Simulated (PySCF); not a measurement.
Compound: C3H11N2OSi (doublet state).
Structure used (GFN2-xTB), in Å, numbered top down from 1:
```
atom  x, y, z in Å
C1     2.111    0.536   -1.002
C2     1.047    0.396    0.083
C3     1.355   -0.764    1.023
O4    -0.190    0.200   -0.546
Si5   -1.656    0.377    0.110
N6    -1.891   -0.627    1.450
N7    -2.644   -0.132   -1.238
H8     1.860    1.363   -1.662
H9     2.156   -0.376   -1.592
H10    3.083    0.721   -0.553
H11    1.004    1.326    0.669
H12    1.445   -1.685    0.453
H13    0.536   -0.876    1.729
H14    2.281   -0.582    1.563
H15   -1.974    1.798    0.296
H16   -2.649   -0.522    2.104
H17   -2.265   -0.849   -1.834
H18   -3.620   -0.297   -1.064
```

The hyperfine couplings belong to this conformer and change with its torsions.

The species is `CC(C)O[Si@H]([NH])N` [radical].

Theory: UKS B3LYP, pcH-1 on C H N O Si, non-relativistic, mean-field spin-orbit, GIAO (PySCF). The structure is a single GFN2-xTB conformer in the gas phase; no vibrational or solvent corrections. A GFN2-xTB geometry isn't a minimum of the functional, and hyperfine couplings can be far from their values at a DFT geometry. Stability of the SCF solution: not tested.

**Question.** Predict the first-order ENDOR lines of N6, H16, H17/H18, H15 and H12/H13/H14 under fast tumbling at B = 348.4 mT (X band).

**Answer.** ν± = |νn ± a/2|, one line for each electron-spin manifold; νn = |g_N| × 7.62259 MHz/T × B.

```csv
nuclei,isotope,g_N,νn (MHz),a_iso (MHz),lower line (MHz),upper line (MHz)
N6,14N,0.4038,1.07,26.17,12.01,14.16
H16,1H,5.5857,14.83,-53.01,11.67,41.34
H17/H18,1H,5.5857,14.83,-8.52,10.57,19.09
H15,1H,5.5857,14.83,7.07,11.30,18.37
H12/H13/H14,1H,5.5857,14.83,0.97,14.35,15.32
```

**Question.** Which pairs are centred on the nuclear Larmor frequency, and which on half the coupling?

**Answer.** Centred on νn, since |a| < 2νn: H17/H18, H15 and H12/H13/H14. Centred on |a|/2 and split by 2νn: N6 and H16.

Couplings of abundant isotopes left out: N7 (1.8 MHz).

Class means assume fast exchange of nuclei equivalent by connectivity; if that motion is slow, each nucleus keeps its own coupling.

The Mulliken spin populations are largest on N6 (+0.91) and N7 (+0.14). No atom but N6 exceeds +0.15.

Hardware: one thread of an AMD EPYC 9R45, shared host with 96 logical CPUs at a one-minute load of 59. Cost: 58 s (grids of density and orbitals included), 1.1 GiB resident at most.
